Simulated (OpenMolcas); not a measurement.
## Ag+: effect of the basis set

| Item | Value |
| --- | --- |
| Program | OpenMolcas 26.06 |
| Method | CASSCF |
| Active space | 10 electrons in 6 orbitals (4d 5s) |
| State averaging | 2S+1 = 1 even, 6 roots; 2S+1 = 3 even, 5 roots kept (CI in the orbitals of an earlier block) |
| Spin-orbit coupling | state interaction with AMFI integrals over the reference wave functions, term energies averaged over their components |

A. ANO-R1 [6s4p3d1f], X2C, finite nucleus; cost about 6 core-seconds
B. ANO-RCC-VDZP [6s5p3d1f], DKH2, point nucleus; cost about 10 core-seconds
C. ANO-R2 [7s5p4d2f1g], X2C, finite nucleus; cost roughly 12 core-seconds
D. ANO-RCC-VTZP [7s6p4d2f1g], DKH2, point nucleus; cost of the order of 11 core-seconds
E. ANO-R3 [8s6p5d3f2g1h], X2C, finite nucleus; cost about 16 core-seconds
F. ANO-RCC-VQZP [8s7p5d3f2g1h], DKH2, point nucleus; cost roughly 15 core-seconds

Energies in cm-1 above 4d10 1S0, the measured ground level; measured values from NIST Handbook of Basic Atomic Spectroscopic Data.

| Level | A | B | C | D | E | F | Measured |
| --- | --- | --- | --- | --- | --- | --- | --- |
| 4d10 1S0 | 0.0 | 0.0 | 0.0 | 0.0 | 0.0 | 0.0 | 0.0 |
| 4d9 5s 3D3 | 30657 | 31166 | 27956 | 28244 | 27676 | 27886 | 39168 |
| 4d9 5s 3D2 | 32342 | 32875 | 29611 | 29879 | 29334 | 29547 | 40745 |
| 4d9 5s 3D1 | 35057 | 35595 | 32270 | 32548 | 32035 | 32247 | 43743 |
| 4d9 5s 1D2 | 38146 | 38773 | 35316 | 35504 | 35039 | 35265 | 46049 |

Deviations, from unrounded energies. A percentage is the sum of absolute deviations over the sum of measured energies, with the sign that they share, or ± where signs differ.

```json
{"Against measurement": "mean absolute deviation (cm-1)", "Levels": "4", "A": "8400", "B": "7800", "C": "11000", "D": "11000", "E": "11000", "F": "11000"}
{"Against measurement": "other configurations (%)", "Levels": "4", "A": "-19.7", "B": "-18.4", "C": "-26.3", "D": "-25.7", "E": "-26.9", "F": "-26.4"}
```

B lies closest to measurement on these levels and E furthest from it. The largest miss of B in the table is 4d9 5s 3D1, by -8100 cm-1. The ranking rests on the paired levels alone, and a cruder setting can come out closer through cancelling errors.

Among A to F the level of the table that moves most is 4d9 5s 1D2, by 3700 cm-1 (lowest in E, highest in B).

Without dynamic correlation excited terms often stand tens of per cent too high (terms of higher spin than the ground term too low), and those without a measured partner can miss by more than the paired ones. Terms from blocks run as CI alone lack orbitals of their own. A single d shell beside an s shell can misplace configurations of different d count against each other. Computed and measured levels are paired by configuration, term and J; levels that our copy of the source lacks, or whose pairing is in doubt (as where it misses far off the trend of its configuration), stay unpaired and out of the deviations. Only configurations of the active space appear.
